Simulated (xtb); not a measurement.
Input file for xtb: GFN2-xTB on SeH, 2S+1 = 2, a point of a bond scan (R = 1.475 Å).

```
$ xtb mol.xyz --gfn 2 --sp --chrg 0 --uhf 1
2

Se    -0.00000000    -0.00000000    -0.04214023
H      0.00000000     0.00000000     1.43276767
```

Program output:

```
[...]
           -------------------------------------------------
          |                Calculation Setup                |
           -------------------------------------------------



           -------------------------------------------------
          |                 G F N 2 - x T B                 |
           -------------------------------------------------

        Reference                      10.1021/acs.jctc.8b01176
      * Hamiltonian:
        H0-scaling (s, p, d)           1.850000    2.230000    2.230000
        zeta-weighting                 0.500000
      * Dispersion:
        s8                             2.700000
        a1                             0.520000
        a2                             5.000000
        s9                             5.000000
      * Repulsion:
        kExp                           1.500000    1.000000
        rExp                           1.000000
      * Coulomb:
        alpha                          2.000000
        third order                    shell-resolved
        anisotropic                    true
        a3                             3.000000
        a5                             4.000000
        cn-shift                       1.200000
        cn-exp                         4.000000
        max-rad                        5.000000


          ...................................................
          :                      SETUP                      :
          :.................................................:
          :  # basis functions                  11          :
          :  # atomic orbitals                  10          :
          :  # shells                            4          :
          :  # electrons                         7          :
          :  max. iterations                   250          :
          :  Hamiltonian                  GFN2-xTB          :
          :  restarted?                      false          :
          :  GBSA solvation                  false          :
          :  PC potential                    false          :
          :  electronic temp.          300.0000000     K    :
          :  accuracy                    1.0000000          :
          :  -> integral cutoff          0.2500000E+02      :
          :  -> integral neglect         0.1000000E-07      :
          :  -> SCF convergence          0.1000000E-05 Eh   :
          :  -> wf. convergence          0.1000000E-03 e    :
          :  Broyden damping             0.4000000          :
          :  net charge                          0          :
          :  unpaired electrons                  1          :
          ...................................................

 iter      E             dE          RMSdq      gap      omega  full diag
   1     -3.6539050 -0.365390E+01  0.190E+00    5.53       0.0  T
   2     -3.6539384 -0.334709E-04  0.112E+00    5.49       1.0  T
   3     -3.6539471 -0.861419E-05  0.123E-01    5.43       1.0  T
   4     -3.6539479 -0.828786E-06  0.106E-02    5.43       6.7  T
   5     -3.6539479 -0.112352E-08  0.376E-03    5.43      18.8  T
   6     -3.6539479 -0.284563E-09  0.470E-04    5.43     150.3  T
   7     -3.6539479 -0.979705E-11  0.330E-05    5.43    2145.1  T

   *** convergence criteria satisfied after 7 iterations ***

         #    Occupation            Energy/Eh            Energy/eV
      -------------------------------------------------------------
         1        2.0000           -0.7555324             -20.5591
         2        2.0000           -0.4820479             -13.1172
         3        1.5000           -0.3968993             -10.8002
         4        1.5000           -0.3968993             -10.8002 (HOMO)
         5                         -0.1972543              -5.3676 (LUMO)
         6                         -0.0168558              -0.4587
         7                         -0.0168558              -0.4587
         8                         -0.0108820              -0.2961
         9                         -0.0108820              -0.2961
        10                          0.6015900              16.3701
      -------------------------------------------------------------
                  HL-Gap            0.1996450 Eh            5.4326 eV
             Fermi-level           -0.3469880 Eh           -9.4420 eV

 SCC (total)                   0 d,  0 h,  0 min,  0.001 sec
 SCC setup                      ...        0 min,  0.000 sec (  6.200%)
 Dispersion                     ...        0 min,  0.000 sec (  1.601%)
 classical contributions        ...        0 min,  0.000 sec (  1.883%)
 integral evaluation            ...        0 min,  0.000 sec ( 14.978%)
 iterations                     ...        0 min,  0.001 sec ( 58.724%)
 molecular gradient             ...        0 min,  0.000 sec (  8.755%)
 printout                       ...        0 min,  0.000 sec (  7.239%)

         :::::::::::::::::::::::::::::::::::::::::::::::::::::
         ::                     SUMMARY                     ::
         :::::::::::::::::::::::::::::::::::::::::::::::::::::
         :: total energy              -3.648918180483 Eh    ::
         :: gradient norm              0.011638963284 Eh/a0 ::
         :: HOMO-LUMO gap              5.432617087536 eV    ::
         ::.................................................::
         :: SCC energy                -3.653947881653 Eh    ::
         :: -> isotropic ES            0.001893514811 Eh    ::
         :: -> anisotropic ES         -0.000092021734 Eh    ::
         :: -> anisotropic XC          0.000413768292 Eh    ::
         :: -> dispersion             -0.000181651718 Eh    ::
         :: repulsion energy           0.005029701170 Eh    ::
         :: add. restraining           0.000000000000 Eh    ::
         :: total charge              -0.000000000000 e     ::
         :::::::::::::::::::::::::::::::::::::::::::::::::::::

           -------------------------------------------------
          |                Property Printout                |
           -------------------------------------------------

    * Orbital Energies and Occupations

         #    Occupation            Energy/Eh            Energy/eV
      -------------------------------------------------------------
         1        2.0000           -0.7555324             -20.5591
         2        2.0000           -0.4820479             -13.1172
         3        1.5000           -0.3968993             -10.8002
         4        1.5000           -0.3968993             -10.8002 (HOMO)
         5                         -0.1972543              -5.3676 (LUMO)
         6                         -0.0168558              -0.4587
         7                         -0.0168558              -0.4587
         8                         -0.0108820              -0.2961
         9                         -0.0108820              -0.2961
        10                          0.6015900              16.3701
      -------------------------------------------------------------
                  HL-Gap            0.1996450 Eh            5.4326 eV
             Fermi-level           -0.3469880 Eh           -9.4420 eV

     #   Z          covCN         q      C6AA      α(0)
     1  34 Se       0.921    -0.146   231.428    26.661
     2   1 H        0.921     0.146     1.421     1.864

 Mol. C6AA /au·bohr⁶  :        268.960309
 Mol. C8AA /au·bohr⁸  :      17542.829859
 Mol. α(0) /au        :         28.525195


Wiberg/Mayer (AO) data.
largest (>0.10) Wiberg bond orders for each atom

 ---------------------------------------------------------------------------
     #   Z sym  total        # sym  WBO       # sym  WBO       # sym  WBO
 ---------------------------------------------------------------------------
     1  34 Se   0.979 --     2 H    0.979
     2   1 H    0.979 --     1 Se   0.979
Note: The following floating-point exceptions are signalling: IEEE_DENORMAL
normal termination of xtb
 ---------------------------------------------------------------------------

Topologies differ in total number of bonds
Writing topology from bond orders to xtbtopo.mol

molecular dipole:
                 x           y           z       tot (Debye)
 q only:        0.000       0.000       0.406
   full:        0.000      -0.000       0.415       1.055
molecular quadrupole (traceless):
                xx          xy          yy          xz          yz          zz
 q only:       -0.534       0.000      -0.534       0.000       0.000       1.067
  q+dip:       -0.774       0.000      -0.774      -0.000       0.000       1.549
   full:       -0.856      -0.000      -0.856      -0.000       0.000       1.711


           -------------------------------------------------
          | TOTAL ENERGY               -3.648918180483 Eh   |
          | GRADIENT NORM               0.011638963284 Eh/α |
          | HOMO-LUMO GAP               5.432617087536 eV   |
           -------------------------------------------------

------------------------------------------------------------------------
------------------------------------------------------------------------
 total:
 SCF:
```

The run finished.

Cost: very roughly 0.020 core-seconds.
